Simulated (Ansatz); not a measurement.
C6H17NSi (`CCN([SiH3])C(C)(C)C`), relaxed with RKS PBE0-D4/def2-TZVP in Ansatz 0.2.0 from a PBE-D4/def2-SVP geometry. The force threshold is 0.005 eV/Å; the program also tests the step.

Total charge 0; spin multiplicity 1.

Start:

```xyz
25

C     2.102    1.570   -0.592
C     1.660    0.137   -0.281
N     0.398    0.050    0.465
Si    0.482    0.075    2.219
C    -0.816   -0.382   -0.274
C    -1.018    0.469   -1.544
C    -2.048   -0.186    0.626
C    -0.709   -1.876   -0.654
H     3.060    1.580   -1.154
H     1.342    2.107   -1.193
H     2.254    2.144    0.346
H     1.566   -0.439   -1.227
H     2.474   -0.376    0.278
H    -0.429    1.089    2.861
H     1.904    0.444    2.547
H     0.171   -1.252    2.884
H    -1.109    1.543   -1.283
H    -1.943    0.160   -2.072
H    -0.180    0.357   -2.260
H    -1.979   -0.788    1.557
H    -2.176    0.879    0.905
H    -2.963   -0.517    0.097
H     0.171   -2.067   -1.300
H    -0.604   -2.500    0.257
H    -1.608   -2.218   -1.207
```

**Question.** How much energy does the relaxation release, and in how many steps? (Best estimate.)

**Answer.** Computed: 10.53 kJ/mol, in 6 steps.

**Question.** Which bonds change most? (An estimate is asked.)

**Answer.** Computed: N3–Si4 from 1.756 to 1.722 Å; Si4–H16 from 1.516 to 1.496 Å; Si4–H14 from 1.507 to 1.488 Å; Si4–H15 from 1.505 to 1.486 Å.

**Question.** Give the relaxed structure. (An estimate is asked.)

**Answer.** The calculation gave: 
```xyz
25

C     2.083    1.553   -0.587
C     1.645    0.131   -0.277
N     0.392    0.054    0.467
Si    0.478    0.079    2.186
C    -0.806   -0.377   -0.268
C    -1.007    0.467   -1.526
C    -2.028   -0.187    0.624
C    -0.701   -1.856   -0.648
H     3.028    1.558   -1.137
H     1.334    2.077   -1.184
H     2.228    2.118    0.338
H     1.549   -0.435   -1.207
H     2.444   -0.370    0.282
H    -0.426    1.078    2.818
H     1.882    0.441    2.516
H     0.175   -1.234    2.835
H    -1.109    1.523   -1.265
H    -1.914    0.152   -2.047
H    -0.176    0.365   -2.226
H    -1.959   -0.784    1.539
H    -2.154    0.861    0.901
H    -2.927   -0.513    0.096
H     0.165   -2.045   -1.286
H    -0.602   -2.472    0.249
H    -1.590   -2.184   -1.193
```
